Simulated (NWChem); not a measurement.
**Correlation energy of SSn**

```
Sn
S 1 2.2226
```
Charge 0, spin multiplicity 1.

All runs are NWChem calculations. The geometry was optimised at PBE0/def2-SVP with def2 effective core potentials on Sn, a minimum by its harmonic frequencies.

Basis set: def2-SVP. Each correlation energy counts from its own Hartree-Fock reference.

| method | correlation energy (mHa) | difference from CCSD(T) |
|---|---|---|
| CR-CCSD(T) | -243.3 | +3.0 |
| CCSD | -232.9 | +13.4 |
| CCSD(T) | -246.4 | 0.0 |
| SCS-MP2 | -207.8 | +38.5 |
| CCSD+T(CCSD) | -248.2 | -1.9 |
| MP2 | -215.4 | +31.0 |
| CR-CCSD[T] | -244.7 | +1.6 |

The values span 40.4 mHa, from CCSD+T(CCSD) (lowest) to SCS-MP2 (highest). 

Effective core potentials replace the inner electrons of Sn; spin-orbit coupling is left out. The correlated methods keep 9 core orbitals frozen. The structure started from a generated list of species. Coupled-cluster values serve here as a point of comparison, not as the truth.
